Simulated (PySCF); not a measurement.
Ga(Br)(OH)2 (BrGaH2O2), SMILES [Ga]([Br])([OH])[OH]. Geometry: PBE0-D3(BJ)/def2-SVP. The structure was generated by enumeration; whether it is a known compound was not checked. Other conformers were not sampled.

Computed with PBE0-D3(BJ)/def2-SVP in PySCF 2.14.0.

Harmonic wavenumbers (cm⁻¹): 131, 172, 175, 312, 329, 350, 705, 753, 815, 844, 3899, 3912. Rotational constants (GHz): 6.179, 1.591, 1.265; symmetry number 1.

Task: Work out the zero-point energy and the ideal-gas rigid-rotor harmonic-oscillator thermochemistry at 298.15 K and 1 atm.

Result: ZPE = ½ Σ hcν = ½ × 12396 cm⁻¹ = 17.72 kcal/mol. H − E(el) = 22.21 kcal/mol. Entropy in cal/(mol K): translation 41.53, rotation 27.65, vibration 12.43, total 81.61. G − E(el) = -2.12 kcal/mol. Cp = 21.22 cal/(mol K). Modes under 150 cm⁻¹ make the vibrational entropy uncertain.
